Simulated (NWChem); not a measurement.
System: acetate (C₂H₃O₂ anion); SMILES CC(=O)[O-]

NWChem input:

```
start job
memory heap 200 mb stack 900 mb global 1100 mb
charge -1
geometry units angstroms noautoz
  C     -0.037408     1.351503     0.000194
  C     -0.002072    -0.207933     0.000270
  O     -1.114113    -0.792684    -0.000225
  O      1.147609    -0.715781    -0.000130
  H      0.508180     1.733285     0.878564
  H     -1.068828     1.733440     0.012453
  H      0.484915     1.731303    -0.893179
end
basis spherical
  * library 6-31g*
end
dft
  xc r2scan
  grid coarse
  iterations 150
  mulliken
end
task dft gradient
```

Excerpt of the output:

```
             Northwest Computational Chemistry Package (NWChem) 7.3.0
             --------------------------------------------------------

 C1  symmetry detected

                             Geometry "geometry" -> ""
                             -------------------------

 Output coordinates in angstroms (scale by  1.889725989 to convert to a.u.)

  No.       Tag          Charge          X              Y              Z
 ---- ---------------- ---------- -------------- -------------- --------------
    1 C                    6.0000    -0.08625200     1.34949473     0.00013624
    2 C                    6.0000     0.00709736    -0.20754577     0.00036165
    3 O                    8.0000    -1.08241043    -0.83327875    -0.00003486
    4 O                    8.0000     1.17488253    -0.67225407    -0.00003266
    5 H                    1.0000     0.44477913     1.75140357     0.87844874
    6 H                    1.0000    -1.13117164     1.69278176     0.01239725
    7 H                    1.0000     0.42154356     1.74838345    -0.89329318

 Effective nuclear repulsion energy (a.u.)     111.5409104150

                                 NWChem DFT Module
                                 -----------------

 Summary of "ao basis" -> "ao basis" (spherical)
 ------------------------------------------------------------------------------
       Tag                 Description            Shells   Functions and Types
 ---------------- ------------------------------  ------  ---------------------
 C                           6-31g*                  6       14   3s2p1d
 O                           6-31g*                  6       14   3s2p1d
 H                           6-31g*                  2        2   2s

            General Information
            -------------------
          SCF calculation type: DFT
          Wavefunction type:  closed shell.
          No. of atoms     :     7
          No. of electrons :    32
           Alpha electrons :    16
            Beta electrons :    16
          Charge           :    -1
          Spin multiplicity:     1
          Use of symmetry is: off; symmetry adaption is: off
          Maximum number of iterations: 150
          AO basis - number of functions:    62
                     number of shells:    30
          Convergence on energy requested:  1.00D-06
          Convergence on density requested:  1.00D-05
          Convergence on gradient requested:  5.00D-04

              XC Information
              --------------
                      r^2SCAN Method XC Functional
               r^2SCAN metaGGA Exchange Functional  1.000
                     r^2SCAN Correlation Potential  1.000

             Grid Information
             ----------------
          Grid used for XC integration:  coarse
          Radial quadrature: Mura-Knowles
          Angular quadrature: Lebedev.
          Tag              B.-S. Rad. Rad. Pts. Rad. Cut. Ang. Pts.
          ---              ---------- --------- --------- ---------
          C                   0.70       35           7.0       302
          O                   0.60       35           8.0       302
          H                   0.35       35           8.0       302
          Grid pruning is: on
          Number of quadrature shells:   245
          Spatial weights used:  Erf1

      Superposition of Atomic Density Guess
      -------------------------------------

 Sum of atomic energies:        -226.32391038

 Renormalizing density from      31.00 to     32

      Non-variational initial energy
      ------------------------------

 Total energy =    -232.449593
 1-e energy   =    -547.142983
 2-e energy   =     203.152479
 HOMO         =       0.025512
 LUMO         =       0.407617

     ---------------------------------------------
      Total Density - Mulliken Population Analysis
     ---------------------------------------------

    Atom       Charge   Shell Charges
 -----------   ------   -------------------------------------------------------
    1 C    6     6.54   2.00  0.67  1.79  0.70  1.36  0.03
    2 C    6     4.71   2.00  0.61  1.29  0.34  0.38  0.10
    3 O    8     9.00   2.00  0.89  2.89  0.97  2.23  0.01
    4 O    8     9.00   2.00  0.89  2.90  0.97  2.23  0.01
    5 H    1     0.91   0.48  0.43
    6 H    1     0.93   0.48  0.44
    7 H    1     0.91   0.48  0.43

   convergence    iter        energy       DeltaE   RMS-Dens  Diis-err
 ---------------- ----- ----------------- --------- --------- ---------
 d= 0,ls=0.0,diis     1   -228.1994567245 -3.40D+02  2.80D-02  1.33D+00
 d= 0,ls=0.0,diis     2   -227.9588467266  2.41D-01  1.82D-02  4.05D+00
 d= 0,ls=0.0,diis     3   -228.3651598230 -4.06D-01  4.95D-03  1.03D-01
 d= 0,ls=0.0,diis     4   -228.3736734010 -8.51D-03  1.91D-03  1.04D-02
 d= 0,ls=0.0,diis     5   -228.3745992722 -9.26D-04  5.08D-04  1.22D-03
  Resetting Diis
 d= 0,ls=0.0,diis     6   -228.3747030885 -1.04D-04  1.93D-04  2.51D-04
 d= 0,ls=0.0,diis     7   -228.3747300415 -2.70D-05  1.54D-05  5.61D-07
 d= 0,ls=0.0,diis     8   -228.3747300047  3.68D-08  9.74D-06  9.23D-07

[...]

                         DFT ENERGY GRADIENTS

    atom               coordinates                        gradient
                 x          y          z           x          y          z
   1 C      -0.162993   2.550175   0.000257    0.000325  -0.002317   0.000035
   2 C       0.013412  -0.392205   0.000683    0.000233   0.009313  -0.000091
   3 O      -2.045459  -1.574669  -0.000066    0.006463  -0.001483   0.000027
   4 O       2.220206  -1.270376  -0.000062   -0.006749  -0.002718   0.000031
   5 H       0.840511   3.309673   1.660027    0.000317  -0.000863   0.001146
   6 H      -2.137604   3.198894   0.023427   -0.000883  -0.001056   0.000020
   7 H       0.796602   3.303966  -1.688079    0.000294  -0.000876  -0.001168
```

Level: r2SCAN/6-31G* (spherical d). Sets without diffuse functions describe the anion's extra electron poorly. All runs use the structure optimised with B3LYP/def2-SVPD. The highest occupied level is positive, so the extra electron may be held by the finite basis.
